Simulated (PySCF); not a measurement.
## Radial density of Au+ (gold, charge +1)

wB97X, [Xe] 4f14 5d9 6p1, one real determinant (an excited configuration). All numbers are calculated (PySCF 2.14, scalar relativity through the core potential, in aug-cc-pVDZ-PP with ECP60MDF (5s5p4d2f, 54 functions)). This is the valence pseudo-density: the core potential removes the inner electrons and smooths the orbitals near the nucleus.

```tsv
r (bohr)	4πr²ρ (e/bohr)	4πr²(ρα − ρβ)
0.0735	1.149e-05	0.0000
0.124	9.353e-05	0.0000
0.208	0.001540	0.0001
0.350	0.1018	0.0035
0.588	4.649	0.1342
0.989	16.89	0.7770
1.66	6.775	0.6342
2.80	1.113	0.4418
4.71	0.1534	0.1409
7.92	0.005446	0.0054
```

⟨L²⟩ = 8.04 against 12 for a pure F term, so this real determinant mixes terms. Energies and moments cover only the electrons outside the core potential. Spin-orbit coupling, absent here, splits the open shell strongly.
